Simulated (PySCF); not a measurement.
How methods differ on the excitation energy of Sr

Sr [Kr] 5s2 (1S) → Sr [Kr] 4d2 (3F), as a difference of total energies. Calculation: PySCF 2.14, in ANO-RCC-VTZP; scalar relativity by spin-free X2C-1e. Correlated levels: valence and next inner shell: [Ar] 3d10 frozen. The calculations carry no spin-orbit coupling.

```csv
method,excitation energy (eV)
UHF,4.962
MP2 (valence and next inner shell),5.611
SCS-MP2 (valence and next inner shell),5.672
CCSD (valence and next inner shell),5.644
CCSD(T) (valence and next inner shell),5.720
```

**Question.** How much does correlation contribute at CCSD(T) (valence and next inner shell)?

**Answer.** 5.720 − (4.962) = 0.758 eV, measured against UHF.
